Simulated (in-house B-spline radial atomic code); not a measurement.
A radial electron density 4πr²n(r) was computed for an atom or ion in its tabulated ground configuration with a B-spline radial code for spherical atoms; method: non-relativistic Hartree-Fock, average of configuration. Columns: r (bohr), 4πr²n(r) (electrons per bohr), bar.

```
 0.00138     1.53 #
 0.00168    2.205 #
 0.00205    3.171 ##
 0.00249    4.489 ###
 0.00303    6.319 ####
 0.00369    8.808 #####
 0.00449     12.1 #######
 0.00546    16.34 ##########
 0.00664    21.63 #############
 0.00808       28 ################
 0.00983    35.21 #####################
   0.012    42.91 #########################
  0.0146    50.01 #############################
  0.0177    55.47 #################################
  0.0216    58.48 ##################################
  0.0262    58.26 ##################################
  0.0319    55.42 #################################
  0.0388    51.97 ###############################
  0.0473    50.95 ##############################
  0.0575    54.84 ################################
    0.07    63.32 #####################################
  0.0852    72.08 ##########################################
   0.104    74.86 ############################################
   0.126    68.71 ########################################
   0.153    57.82 ##################################
   0.187    51.16 ##############################
   0.227    54.11 ################################
   0.277    60.18 ###################################
   0.337    57.23 ##################################
   0.409     42.5 #########################
   0.498    25.21 ###############
   0.606    16.72 ##########
   0.738    17.21 ##########
   0.898    18.64 ###########
    1.09    15.93 #########
    1.33    10.29 ######
    1.62    5.192 ###
    1.97    2.097 #
     2.4   0.6593 
    2.91   0.1598 
    3.55  0.02508 
    4.32 0.002438
```

Which atom or ion is it?
A. Pd3+
B. Ag3+
C. Rh3+
D. Ag2+

B. The area under the curve, ∫4πr²n dr = ∫r·4πr²n d(ln r) on this logarithmic grid, is 44 electrons, which only this option has. The configuration is [Kr] 4d8.
